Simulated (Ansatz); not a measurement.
System: HS₂, charge 0, doublet. HS2 (SMILES [S]S, doublet).
B3LYP-D3(BJ)/def2-TZVP minimum from Ansatz (an electronic-structure program):
```
S
H 1 1.3565
S 1 1.9776 2 102.01
```
Charge 0, spin multiplicity 2.

Hartree-Fock and CCSD correlation energies in hartree (Ansatz). Open shells are spin-unrestricted; no spin-orbit coupling. Correlated methods leave the cores frozen. No relativity.

```tsv
basis	X	E(HF)	E(corr, CCSD)
cc-pV(T+d)Z	3	-795.67319	-0.36355
cc-pV(Q+d)Z	4	-795.68065	-0.38936
cc-pV(5+d)Z	5	-795.68205	withheld
```

Fit E(corr) = E∞ + A/X³ to X = 3 and 4, predict X = 5, and compare with the run.

A = (-0.36355 - (-0.38936))/(1/27 - 1/64) = 1.2054; E∞ = -0.38936 - A/64 = -0.40819; at X = 5, E∞ + A/125 = -0.39855. The run gave -0.39815, 0.40 mEh above the prediction. The same form on X = 4 and 5 gives E∞ = -0.40737, 0.82 mEh above the first estimate.
